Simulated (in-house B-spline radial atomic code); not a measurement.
Configurations of Sb³⁺, with energies counted from [Kr] 4d10 5s2. Computed with an all-electron radial atomic-structure program (B-spline basis): scalar-relativistic (X2C) TPSSh, spin-polarised, spherical fractional occupations, Fermi nucleus of rms radius 4.6802 fm. Caution: exact exchange at fractional occupations of open shells leaves self-interaction of up to several eV. Shells without spins written out take the highest spin.

Occupations are held fixed; configurations that lie above the ionisation limit could autoionise.

| configuration | E - E(ref) (eV) | highest orbital | its <r> (bohr) |
| --- | --- | --- | --- |
| [Kr] 4d10 5s(0 up, 1 down) 6p(1 up, 0 down) | 26.469 | 6p up | 4.712 |
| [Kr] 4d9 5s2 5p1 | 37.102 | 5p up | 2.268 |
| [Kr] 4d9 5s2 6s1 | 51.96 | 6s up | 4.05 |
| [Ar] 3d10 4s2 4p5 4d10 4f1 5s2 | 127.32 | 4f up | 2.951 |
| [Ar] 3d9 4s2 4p6 4d10 5s2 5p1 | 535.85 | 5p up | 2.249 |
| [Ar] 3d(4 up, 5 down) 4s2 4p6 4d10 4f(0 up, 1 down) 5s2 | 555.62 | 4f down | 2.979 |

Task: Order these further configurations by energy, lowest first.
A. [Kr] 4d10 5s(0 up, 1 down) 5p(0 up, 1 down)
B. [Kr] 4d10 5s1 6d1
C. [Ar] 3d9 4s2 4p6 4d10 5s2 5d1
D. [Ar] 3d9 4s2 4p6 4d10 5s2 6f1
E. [Ar] 3d(4 up, 5 down) 4s2 4p6 4d10 5s2 6p(1 up, 0 down)

Result: A (9.034 eV), B (31.07 eV), C (549.79 eV), E (554.39 eV), D (564.26 eV).

Task: How far above the reference does [Kr] 4d10 4f1 5s1 lie?

Result: 28.111 eV; its least bound orbital is 4f up with <r> = 3.397 bohr.

Task: How far above the reference does [Kr] 4d9 5s2 6d1 lie?

Result: 60.258 eV; its least bound orbital is 6d up with <r> = 5.919 bohr.
